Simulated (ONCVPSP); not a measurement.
# PBE ONCV dataset for indium, scalar-relativistic all-electron reference.

```
Element                 : In
Generator               : ONCVPSP 4.0.1
Type                    : optimised norm-conserving Vanderbilt (ONCV)
Functional              : PBE
Relativity              : scalar-relativistic
Frozen core             : [Kr] 4d10
Valence charge          : 3
Reference configuration : 5s2 5p1
Partial waves           : 5s: rc 2.05 bohr, ncon 4, nbas 8, qcut 3 1/bohr, 2 projectors, debl 1.6 Ha; 5p: rc 2.75 bohr, ncon 4, nbas 9, qcut 2.9 1/bohr, 2 projectors, debl 0.5 Ha
Local potential         : polynomial inside 1.45 bohr (lpopt 5, dvloc0 0 Ha)
Core correction         : none
```

Results:

```
Cutoffs needed           : 7.2 Ha and 32 Ha (the cutoffs (Ha) at which the residual kinetic energy of the hardest occupied pseudo-wave falls to 1 and 0.1 mHa per electron) The cutoffs count occupied waves only; projector 2 of the s channel, the hardest unoccupied one, needs 19 Ha at the loose tolerance.
Ghost test               : ghosts flagged at negative energy: s at -20.3 eV; GHOST(+) flagged for p at 41.1 eV; a true bound ghost makes a file unfit for plane-wave use
Largest excitation error : +118 meV (all-electron minus pseudo) for 5s0 5p3, out of 4 test configurations
```

Generation and tests took about 3.2 s on one core of a shared server CPU.
